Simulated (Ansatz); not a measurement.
ZrS, closed-shell singlet (lowest of 2S+1 = 1, 3, 5, 7 at CCSD(T)/def2-TZVPP on PBE0 minima; our sources give no spin for the ground state, which may be another), most abundant isotopes (89.9047 and 31.9721 u). Constants from fifth-degree fits in 1/R to seven points on the lowest solution found; no spin–orbit coupling, no relativity up to Kr; ω_e x_e and α_e move by some per cent with the fit.

Correlated levels freeze the inner cores; with def2 sets outer-core shells near the valence are correlated too. CBS(a, b) extrapolates the correlation energy as X⁻³ and adds the Hartree–Fock energy of set b.

Programs: Ansatz (Gaussian orbitals). Values without a source in brackets are computed. In def2 rows elements past Kr take small-core potentials, without spin–orbit coupling.

```
level                                r_e (Å)  ω_e (cm⁻¹)  ω_e x_e (cm⁻¹)  α_e (cm⁻¹)
-----------------------------------  -------  ----------  --------------  ----------
PBE/def2-TZVPP                        2.1592       552.8            1.33    0.000500
CCSD(T)/CBS(def2-TZVPP, def2-QZVPP)   2.1557       562.3            1.34    0.000480
```

### Question
Derive the rotational constants, the centrifugal constant, the fundamental, the zero-point energy and the force constant.

### Answer

μ = 23.58480 u.
- PBE/def2-TZVPP: B_e = 16.8576/(μ r_e²) = 0.15331 cm⁻¹; B₀ = B_e − α_e/2 = 0.15306 cm⁻¹; D = 4B_e³/ω_e² = 4.72e-08 cm⁻¹; fundamental ω_e − 2ω_e x_e = 550 cm⁻¹; zero-point energy ω_e/2 − ω_e x_e/4 = 276 cm⁻¹; k = μ(2πcω_e)² = 425 N/m; the line J = 1 ← 0 at 2B₀ = 9.177 GHz
- CCSD(T)/CBS(def2-TZVPP, def2-QZVPP): B_e = 16.8576/(μ r_e²) = 0.15380 cm⁻¹; B₀ = B_e − α_e/2 = 0.15356 cm⁻¹; D = 4B_e³/ω_e² = 4.60e-08 cm⁻¹; fundamental ω_e − 2ω_e x_e = 560 cm⁻¹; zero-point energy ω_e/2 − ω_e x_e/4 = 281 cm⁻¹; k = μ(2πcω_e)² = 439 N/m; the line J = 1 ← 0 at 2B₀ = 9.207 GHz

Doubts at one or more of the structures used: a restricted determinant that unrestricted orbitals would lower (CCSD(T)/CBS(def2-TZVPP, def2-QZVPP)).

Ansatz is a first-principles code.
